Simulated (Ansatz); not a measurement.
## Interaction energy ladder

The pair of Li⁺ (SMILES [Li+], atom 1) and AsH₃ (SMILES [AsH3], atoms 2–5), both closed shells, in one local arrangement (a lower one may exist), relaxed at PBE0-D4/def2-TZVP:

```tsv
atom	x (Å)	y (Å)	z (Å)
Li1	-0.1800	0.2149	-1.6020
As2	0.1172	-0.1394	1.0390
H3	-1.2431	0.0226	0.3370
H4	0.7108	1.0437	0.2532
H5	0.5952	-1.1417	-0.0271
```

Program: Ansatz 0.2.0. Basis: def2-TZVPPD, with def2-QZVPPD for the basis limit. Cores are frozen in the correlated methods. Filled d shells of the heavier atoms are correlated. The outer core shell of Li, Na, Mg and K is correlated. The def2 sets are not built for correlating such inner shells, so the correlated values are less sure here. B3LYP uses VWN-RPA correlation. Extrapolation: Hartree–Fock as exp(−7.88 √X), correlation as X^−2.97. Interaction energies count from these two fragments, frozen as in the pair, with the counterpoise correction; negative means bound.

What is the interaction energy by CCSD(T) at an estimated basis limit (MP2 extrapolated from triple and quadruple zeta, plus CCSD(T) − MP2 in triple zeta)? (To be estimated.)

The calculation gives: -15.89 kcal/mol. Hartree–Fock alone gives -14.34 kcal/mol at the basis limit. It counts from the two fragments frozen as in the pair.

The same quantity by other methods in triple zeta, and each one's difference from that estimate:
| method | E_int (kcal/mol) | difference |
| --- | --- | --- |
| PBE-D4 | -17.48 | -1.59 |
| revPBE-D4 | -17.23 | -1.34 |
| BLYP-D4 | -17.42 | -1.53 |
| r2SCAN-D4 | -14.80 | 1.09 |
| B97M-V | -14.93 | 0.97 |
| PBE0-D4 | -16.87 | -0.97 |
| B3LYP-D4 | -17.10 | -1.20 |
| HSE06-D4 | -16.85 | -0.96 |
| wB97X-V | -15.72 | 0.18 |
| wB97M-V | -16.45 | -0.56 |
| B2PLYP | -15.99 | -0.09 |
| HF | -13.61 | 2.29 |
| MP2 | -14.53 | 1.36 |
| CCSD | -14.23 | 1.67 |
| CCSD(T) | -14.32 | 1.57 |
Differences are method less estimate.

Energy to bend the free fragments (PBE0-D4 minima) into their shapes in the pair, CCSD(T)/def2-TZVPPD: AsH₃ 0.31 kcal/mol. This must be added to the interaction energy to get the binding energy from relaxed fragments.

Basis-set superposition shift (counterpoise-corrected less uncorrected): CCSD(T) 0.52; MP2 0.51; HF 0.11; PBE0-D4 0.12; wB97M-V 0.16 kcal/mol.

T1 diagnostic: at most 0.012.

For scale, one of the runs: CCSD(T)/def2-TZVPPD, 127 basis functions, launched by `ansatz run in.yaml --threads 2 --pin off --events-out ev --progress --plain --max-ram 5222MiB`. The run took 9.5 s on 2 CPU threads of an Arm Neoverse V1 (shared host), with 0.6 GiB of host memory at its peak.
